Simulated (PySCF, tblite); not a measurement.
Species: C6H8O2P2Si.
Atom-mapped SMILES: `[CH3:1][O:2][C:3](=[O:4])[c:5]1[cH:6][p:7][cH:8][p:9][c:10]1[SiH3:11]` (hydrogens: H12, H13, H14 on C1; H15 on C6; H16 on C8; H17, H18, H19 on Si11)

Structure used (GFN2-xTB), in Å, numbered top down from 1:
```xyz
19
C6H8O2P2Si angstrom
C      3.2120   -0.6501   -0.4619
O      1.8371   -1.0098   -0.4405
C      0.9786   -0.0288   -0.1776
O      1.3458    1.1124    0.0297
C     -0.4462   -0.4222   -0.1585
C     -0.7522   -1.7575   -0.4054
P     -2.3059   -2.5130   -0.4677
C     -3.3666   -1.1834   -0.1469
P     -3.0534    0.4841    0.1876
C     -1.3160    0.6253    0.1151
Si    -0.6348    2.3763    0.4437
H      3.5235   -0.2872    0.5195
H      3.7555   -1.5540   -0.7245
H      3.3872    0.1344   -1.2006
H      0.0855   -2.4195   -0.5880
H     -4.4227   -1.4420   -0.1480
H     -0.0615    2.9780   -0.7551
H      0.1151    2.4457    1.6934
H     -1.8909    3.1203    0.6930
```

Computed, not measured: PBE0/pcSseg-1 in PySCF (dipole) on a GFN2-xTB geometry, gas phase.

Masses are those of the commonest isotopes; rigid-rotor values at the optimised geometry. The values belong to one conformer with, in the numbering `[CH3:1][O:2][C:3](=[O:4])[c:5]1[cH:6][p:7][cH:8][p:9][c:10]1[SiH3:11]`, C1–O2–C3–O4 0°, O2–C3–C5–C6 0°.

(1) Give the principal moments of inertia and the rotational constants in cm⁻¹.

(2) Classify the top.

(3) Is it planar, by Δ = Ic − Ia − Ib?

(4) Where do the levels up to J = 2 lie, in cm⁻¹?

(5) Predict some low-J microwave lines.

## Answers

(1) Ia = 497.20, Ib = 828.64, Ic = 1316.27 u·Å²; 505379 MHz·u·Å²/I gives 1016, 609.9 and 383.9 MHz, that is A = 0.03391, B = 0.02034, C = 0.01281 cm⁻¹.

(2) An asymmetric top. Ray's parameter κ = (2B − A − C)/(A − C) = -0.286; −1 is the prolate and +1 the oblate limit.

(3) Not planar: Δ = Ic − Ia − Ib = -9.58 u·Å². For a rigid frame Δ = −2 Σ m c², so Σ m c² = 4.79 u·Å² lies off the ab plane: 4.77 from hydrogen and 0.02 from heavier atoms. The atom farthest from that plane is 1.27 Å away.

(4) Above 0(0,0):
J = 1: 1(0,1) 0.0332, 1(1,1) 0.0467, 1(1,0) 0.0542
J = 2: 2(0,2) 0.0971, 2(1,2) 0.1055, 2(1,1) 0.1281, 2(2,1) 0.1688, 2(2,0) 0.1711
Those of J = 1 are B + C, A + C and A + B.

(5) The dipole components are |μa| = 1.94 D, |μb| = 2.94 D, |μc| = 0.00 D. The squared components, which scale the intensities, stand as 0.43 : 1.00 : 0.00 (a : b : c). Some lines, for components of 0.1 D or more:

```json
{"type": "a", "branch": "Q", "J(Ka,Kc)": "2(1,1) ← 2(1,2)", "MHz": "678", "lower level (cm⁻¹)": "0.105"}
{"type": "b", "branch": "Q", "J(Ka,Kc)": "4(2,2) ← 4(1,3)", "MHz": "1422", "lower level (cm⁻¹)": "0.378"}
{"type": "b", "branch": "Q", "J(Ka,Kc)": "3(1,2) ← 3(0,3)", "MHz": "1463", "lower level (cm⁻¹)": "0.188"}
{"type": "b", "branch": "R", "J(Ka,Kc)": "5(3,2) ← 4(4,1)", "MHz": "1897", "lower level (cm⁻¹)": "0.611"}
{"type": "a", "branch": "R", "J(Ka,Kc)": "2(0,2) ← 1(0,1)", "MHz": "1916", "lower level (cm⁻¹)": "0.033"}
{"type": "b", "branch": "R", "J(Ka,Kc)": "2(1,2) ← 1(0,1)", "MHz": "2168", "lower level (cm⁻¹)": "0.033"}
{"type": "b", "branch": "Q", "J(Ka,Kc)": "4(2,3) ← 4(1,4)", "MHz": "2779", "lower level (cm⁻¹)": "0.306"}
{"type": "b", "branch": "R", "J(Ka,Kc)": "4(1,4) ← 3(0,3)", "MHz": "3537", "lower level (cm⁻¹)": "0.188"}
{"type": "b", "branch": "Q", "J(Ka,Kc)": "5(4,2) ← 5(3,3)", "MHz": "3572", "lower level (cm⁻¹)": "0.663"}
{"type": "a", "branch": "R", "J(Ka,Kc)": "4(1,3) ← 3(1,2)", "MHz": "4236", "lower level (cm⁻¹)": "0.237"}
{"type": "a", "branch": "R", "J(Ka,Kc)": "4(2,2) ← 3(2,1)", "MHz": "4404", "lower level (cm⁻¹)": "0.279"}
{"type": "b", "branch": "R", "J(Ka,Kc)": "5(4,1) ← 4(3,2)", "MHz": "8694", "lower level (cm⁻¹)": "0.492"}
{"type": "b", "branch": "R", "J(Ka,Kc)": "5(5,1) ← 4(4,0)", "MHz": "9655", "lower level (cm⁻¹)": "0.611"}
```

Its GFN2-xTB frequencies are all real (lowest 44 cm⁻¹). These are rigid-rotor constants of the computed structure; measured ground-state constants (B0) also hold zero-point vibration. A rigid rotor knows nothing of internal rotation, which can split or shift real lines.

The run took 67 s of wall time on one thread, Arm Neoverse V1 (aarch64), no GPU (shared host), and the process peaked at 1.2 GiB of memory. This is the PBE0/pcSseg-1 job that gave the dipole, with the shieldings it also computed.
